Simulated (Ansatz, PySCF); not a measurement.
Spin states of F3Ta (SMILES [F][Ta]([F])[F]), each relaxed with B3LYP-D3(BJ)/def2-TZVP.
State 1 (charge 0, multiplicity 1):
```csv
atom,x (Å),y (Å),z (Å)
Ta,-0.0145,0.0166,-0.0139
F,1.7638,-0.3584,-0.3459
F,-0.7690,-0.4441,1.6082
F,-1.0383,0.8528,-1.3044
```
State 2 (charge 0, multiplicity 3):
```xyz
4

Ta     0.0702    -0.0541     0.0928
F      1.8231    -0.3054    -0.5345
F     -0.9686    -0.3998     1.6195
F     -0.9827     0.8262    -1.2338
```

Singlets are restricted, other states unrestricted; no spin–orbit coupling, no relativity up to Kr; see below for the cores. The largest T1 diagnostic is 0.023.

Correlated levels freeze the inner cores; with def2 sets outer-core shells near the valence are correlated too. CBS(a, b) extrapolates the correlation energy as X⁻³ and adds the Hartree–Fock energy of set b.

Codes used: Ansatz (an electronic-structure program) with Gaussian orbitals; PySCF for the dispersion terms. Each number belongs to the level named beside it. In def2 rows elements past Kr take small-core potentials, without spin–orbit coupling.

**Question.** One of these levels gives 0.572 eV for the energy of the multiplicity-3 state less that of the multiplicity-1 state. Which?
(A) PBE0/def2-TZVPP
(B) PBE-D3(BJ)/def2-TZVPP
(C) r2SCANh/def2-TZVPP
(D) CCSD(T)/CBS(def2-SVP, def2-TZVPP)

**Answer.** D, CCSD(T)/CBS(def2-SVP, def2-TZVPP). The others give 0.476 (PBE-D3(BJ)/def2-TZVPP), 0.217 (r2SCANh/def2-TZVPP), 0.330 (PBE0/def2-TZVPP)

Doubts at one or more of the structures used: a restricted determinant that unrestricted orbitals would lower (CCSD(T)/CBS(def2-SVP, def2-TZVPP)).
